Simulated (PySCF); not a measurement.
C3H3N, SMILES C(=C)C#N. Atoms are numbered in the order given.

```xyz
7

C     -0.3584    -1.6119     0.0000
C      0.5044    -0.5856     0.0000
C      0.0919     0.7861     0.0000
N     -0.2255     1.9030     0.0000
H     -1.4394    -1.4519     0.0000
H      0.0045    -2.6422     0.0000
H      1.5857    -0.7581     0.0000
```

Geometry optimised at B3LYP-D3(BJ)/def2-SVP.

All values below come from PBE/def2-TZVPD (PySCF).

Symmetry labels are those of the subgroup Cs that the program uses (full group Cs).

List the valence orbital energies around the gap with their symmetry. (An estimate is asked for; the answer gives what the named calculation found.)


```json
[
 {"orbital": "HOMO−7", "symmetry": "A'", "energy (eV)": "-16.37"},
 {"orbital": "HOMO−6", "symmetry": "A'", "energy (eV)": "-13.35"},
 {"orbital": "HOMO−5", "symmetry": "A'", "energy (eV)": "-11.88"},
 {"orbital": "HOMO−4", "symmetry": "A'", "energy (eV)": "-10.16"},
 {"orbital": "HOMO−3", "symmetry": "A\"", "energy (eV)": "-9.52"},
 {"orbital": "HOMO−2", "symmetry": "A'", "energy (eV)": "-8.69"},
 {"orbital": "HOMO−1", "symmetry": "A'", "energy (eV)": "-8.37"},
 {"orbital": "HOMO", "symmetry": "A\"", "energy (eV)": "-7.34"},
 {"orbital": "LUMO", "symmetry": "A\"", "energy (eV)": "-2.78"},
 {"orbital": "LUMO+1", "symmetry": "A'", "energy (eV)": "-0.84"},
 {"orbital": "LUMO+2", "symmetry": "A'", "energy (eV)": "0.05"},
 {"orbital": "LUMO+3", "symmetry": "A'", "energy (eV)": "0.29"}
]
```
